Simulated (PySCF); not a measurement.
(E)-1,1-difluorobut-2-ene (C4H6F2), SMILES C/C=C/C(F)F.

Geometry: B3LYP-D3(BJ)/def2-SVP. The values are those of a single conformer.

Computed with PySCF with SMD-ωB97X/6-31G*.

Solvation free energies are E(SMD) − E(gas) at the gas-phase geometry, for 1 M in both phases. In vacuum the dipole moment is 2.25 D.

Problem. Rank water, dichloromethane, benzene by solvation free energy, most negative first.

Solution. dichloromethane (-4.6 kcal/mol), benzene (-3.2 kcal/mol), water (-0.1 kcal/mol)
